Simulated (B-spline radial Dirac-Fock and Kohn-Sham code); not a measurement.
**How the settings move the core levels of N⁺**

ΔSCF core binding energies without Breit or QED terms, calculated with a radial finite-basis atomic code. Keys: rel is the Hamiltonian (dirac, or spin-free x2c and nr, where L3 and M5 stand for the whole 2p and 3d shells), method is hf or an exchange,correlation pair (spin-unpolarised, also for the hole states), nuc the nuclear model, radius_factor scales its radius, rmax is the box in bohr, h the logarithmic mesh step, order the B-spline order, points the quadrature points per cell, c_factor scales the speed of light, and damp, ndamp, maxit and tol steer the iteration. The run stops when the commutator error falls below 10·tol·max(1, Z/10), or the numerical noise floor, and the energy has settled to about 1e-8 Ha; the virial ratio is −V/T.

Base input:

```json
{"items": [{"Z": 7, "q": 1, "cfg": [[1, 0, 2], [2, 0, 2], [2, 1, 2]], "A": 14, "rrms": 2.5582, "do": "settings", "holes": ["K", "L3", "M5"],
  "settings": [{"rel": "dirac", "method": "hf", "nuc": "fermi", "radius_factor": 1.0, "rmax": 45.0, "h": 0.3, "order": 8, "points": 10, "c_factor": 1.0, "maxit": 60, "damp": 0.5, "ndamp": 3, "tol": 1e-08}]}]}
```

The ground state converged in 9 iterations, with total energy -53.87927 Ha, virial ratio 1.99882 and highest orbital energy -29.15 eV. ΔSCF binding energies: K (1s) 432.7 eV. Holes are computed only in closed shells, and unreliable hole states are left out.

Changes from the base run:

| changed setting | Δ total energy (Ha) | Δ K (eV) | iterations |
| --- | --- | --- | --- |
| damp = 0.8 | 0.00000 | 0.00 | 10 |
| rel = "nr" | +0.03180 | -0.26 | 10 |
| rmax = 80.0; order = 9; c_factor = 5.0 | +0.03054 | -0.25 | 9 |
| rmax = 80.0; h = 0.5; damp = 0.8 | +0.00003 | 0.00 | 10 |
| order = 9 | 0.00000 | 0.00 | 9 |
| radius_factor = 0.8 | 0.00000 | 0.00 | 9 |
| method = "rpbe,pbe" | ? | ? | ? |

**Question.** What does the change method = "rpbe,pbe" do?

**Answer.** The total energy moves by -0.14693 Ha and the binding energies by K +8.62 eV; the run takes 10 iterations.
